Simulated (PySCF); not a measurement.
C₂H₄FNOSi, SMILES O[Si@@H]1C=N[C@@H]1F. The structure is a stationary point at r2SCAN-D4/def2-SVP. The structure was generated by enumeration; whether it is a known compound was not checked. The values are those of a single conformer.

Computed equilibrium geometry at r2SCAN-D4/def2-SVP (PySCF confirms it by a frequency run) as Cartesian coordinates in Å (one conformer of several):
```xyz
10

O      1.8658    -0.8071     0.1908
Si     0.2994    -0.6339     0.7093
C     -1.1270    -1.0455    -0.4695
N     -1.4810     0.1779    -0.7077
C     -0.5768     0.9863     0.1414
F      0.2127     1.7986    -0.6526
H      2.0897    -0.3518    -0.6317
H      0.3006    -1.1521     2.1065
H     -1.6668    -1.8779    -0.9487
H     -1.1660     1.6357     0.8137
```
Charge 0, spin multiplicity 1.
